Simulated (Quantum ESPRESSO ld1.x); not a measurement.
The numbers below are computed, except where a source is named.
Problem. These are the eigenvalues of the occupied orbitals of an atom or ion with whole-number occupations (hartree). Code: ld1.x of Quantum ESPRESSO 7.5. Model: Dirac Kohn-Sham, LDA (Slater exchange, Perdew-Zunger correlation), spin-unpolarised, spherical densities, point nucleus.

1s1/2: -164.726

Which element is it, and in what charge state? The configuration may be excited. Open shells, if any, are shared by 2j + 1.

Solution. Z = 19, potassium, charge +17: K17+ in [He]. The 1s level, -164.73 hartree, gives Z - s = 18.2 by -(Z - s)^2/2, which with screening and relativity narrows Z to a few neighbours, and the depths must fix Z and the occupations together.
